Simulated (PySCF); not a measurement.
FK, charge +1, doublet, at the geometry of the source list (a state made from the parent by changing its charge; the spin is typed, not shown lowest). Base run: TPSS/3-21G in PySCF.

Geometry (Å):
```xyz
2

K     -0.5398    -0.4452    -0.7292
F      0.5398     0.4452     0.7292
```
Charge +1, spin multiplicity 2.
Orbitals are unrestricted.
All else is at PySCF's defaults.
Base energy -695.90186 Eh.

Each row names what was changed in the base input (with any setting that the change needs).

```tsv
change	ΔE vs base (mEh)	grid points	electrons on the grid	outcome
base	0.000	34304	27.00003	converged
grids.atom_grid = (150, 974)	0.000	148152	27.00000	converged
grids.prune = dft.gen_grid.sg1_prune	-	-	-	input refused
grids.prune = off	0.022	61712	27.00001	converged
grids.atom_grid = (99, 590)	-0.016	59712	27.00001	converged
grids.atom_grid = (75, 302)	-0.004	26944	26.99996	converged
grids.level = 0	33.444	3504	26.99508	converged
grids.level = 5	0.007	87032	27.00000	converged
small_rho_cutoff = 0	0.000	34304	27.00003	converged
grids.level = 7	-0.001	172904	27.00000	converged
grids.atom_grid = (50, 194)	-0.235	12600	27.00012	converged
```

Open shells are given as the SCF converged; they aren't shown to be the lowest states, and a large step between rows can be another state.

- grids.prune = dft.gen_grid.sg1_prune: ended with `IndexError: index 19 is out of bounds for axis 0 with size 19`
